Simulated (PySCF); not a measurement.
H7NO2Si2, SMILES N[SiH2]O[SiH2]O. Atoms are numbered in the order given.

```xyz
12

N      1.7000     1.6281    -0.2722
Si     1.5867    -0.0840    -0.1784
O      0.0665    -0.7253    -0.4689
Si    -1.4094    -0.8109     0.2746
O     -2.0573     0.6995     0.5352
H      1.6933     2.1034    -1.1690
H      1.2981     2.2153     0.4523
H      1.9880    -0.4833     1.2009
H      2.4749    -0.6497    -1.2258
H     -1.2792    -1.4034     1.6307
H     -2.2843    -1.6256    -0.6138
H     -2.3467     1.1811    -0.2484
```
Charge 0, spin multiplicity 1.

Coordinates come from a r2SCAN-D4/def2-SVP optimisation. This is a generated structure with no PubChem entry under its InChIKey; it may be hypothetical. Other conformers were not sampled.

Two levels are set side by side: PBE/pcSseg-1 (PySCF) and PBE0/pcSseg-1 (PySCF). GIAO shifts against H2O (¹⁷O), NH3 (¹⁵N), TMS (²⁹Si), TMS (¹H) at the same level; non-relativistic, no solvent, atoms listed together averaged. Differences are taken from unrounded values.

```json
[
 {"quantity": "δ(¹⁵N) of N1 (ppm)", "PBE0": "41.1", "PBE": "47.7", "PBE minus PBE0": "6.6"},
 {"quantity": "δ(²⁹Si) of Si2 (ppm)", "PBE0": "-36.6", "PBE": "-38.9", "PBE minus PBE0": "-2.4"},
 {"quantity": "δ(¹⁷O) of O3 (ppm)", "PBE0": "117.0", "PBE": "135.9", "PBE minus PBE0": "18.9"},
 {"quantity": "δ(²⁹Si) of Si4 (ppm)", "PBE0": "-30.6", "PBE": "-31.8", "PBE minus PBE0": "-1.1"},
 {"quantity": "δ(¹⁷O) of O5 (ppm)", "PBE0": "64.8", "PBE": "76.5", "PBE minus PBE0": "11.6"},
 {"quantity": "δ(¹H) of H12 (ppm)", "PBE0": "2.20", "PBE": "2.15", "PBE minus PBE0": "-0.05"}
]
```

Rough cost on one machine, each run with all the roots and properties that it gave: PBE0 against PBE within a factor of 2.
